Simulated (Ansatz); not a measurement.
Geometry optimisation, Ansatz 0.2.0, RKS PBE-D4/def2-SVP.

input.yaml

```yaml
crystal:
  periodic: [false, false, false]
  atoms:
    - { symbol: Al, position_ang: [0.045938, -0.182048, 0.146321] }
    - { symbol: "N", position_ang: [-0.01859, -0.143856, 2.016643] }
    - { symbol: H, position_ang: [-0.805371, -0.563856, 2.519922] }
    - { symbol: H, position_ang: [0.835749, -0.199653, 2.577932] }
    - { symbol: Cl, position_ang: [1.889465, 0.006557, -0.842311] }
    - { symbol: Cl, position_ang: [-1.744131, -0.604797, -0.881191] }
    - { symbol: S, position_ang: [-0.774184, 3.09199, 0.861791] }
    - { symbol: H, position_ang: [-2.056504, 2.681534, 0.661865] }
    - { symbol: H, position_ang: [-0.546472, 2.033927, 1.737027] }
basis:
  gaussian: { orbitals: def2-SVP }
hamiltonian:
  xc: pbe
  dispersion: d4
relax:
  f_tol: 0.03
  max_steps: 50
```

Run as:

```bash
$ ansatz run input.yaml --threads 2 --pin off --max-ram 3072MiB --backend cpu --events-out ev --progress --plain --runs-dir out
```

Q: Where does it end, and by what steps?

A: The forces met the threshold. After 19 steps the energy has fallen by 1.619 eV; H9 moved furthest, 1.49 Å. Parted: S7–H9 (1.39 → 3.18 Å). Joined: Al1–S7 (3.45 → 2.22 Å), N2–H9 (2.26 → 1.03 Å).

| step | energy less start (eV) | largest force component (eV/Å) | accepted |
| --- | --- | --- | --- |
| 0 | 0.0000 | 1.542 | yes |
| 1 | -0.1588 | 0.615 | yes |
| 2 | -0.3098 | 0.379 | yes |
| 3 | -0.3579 | 0.564 | yes |
| 4 | -0.3847 | 0.234 | yes |
| 5 | -0.3975 | 0.149 | yes |
| 6 | -0.4075 | 0.204 | yes |
| 7 | -0.4639 | 0.891 | yes |
| 8 | -0.6405 | 1.124 | yes |
| 9 | -1.0542 | 1.460 | yes |
| 10 | -1.1706 | 4.503 | yes |
| 11 | -1.4758 | 0.633 | yes |
| 12 | -1.5486 | 0.743 | yes |
| 13 | -1.4738 | 1.413 | no |
| 14 | -1.5807 | 0.855 | yes |
| 15 | -1.6097 | 0.077 | yes |
| 16 | -1.6161 | 0.124 | yes |
| 17 | -1.6179 | 0.073 | yes |
| 18 | -1.6184 | 0.076 | yes |
| 19 | -1.6189 | 0.026 | yes |

```xyz
9
Properties=species:S:1:pos:R:3
Al -0.227 0.707 0.120
N -0.073 0.138 2.077
H -0.773 -0.583 2.306
H 0.864 -0.250 2.261
Cl 1.757 0.203 -0.511
Cl -1.822 -0.591 -0.488
S -0.670 2.880 0.222
H -2.013 2.670 0.112
H -0.219 0.946 2.699
```

Run time: 53 s on 2 threads of Arm Neoverse V1, on a shared host, peak memory 0.15 GiB.
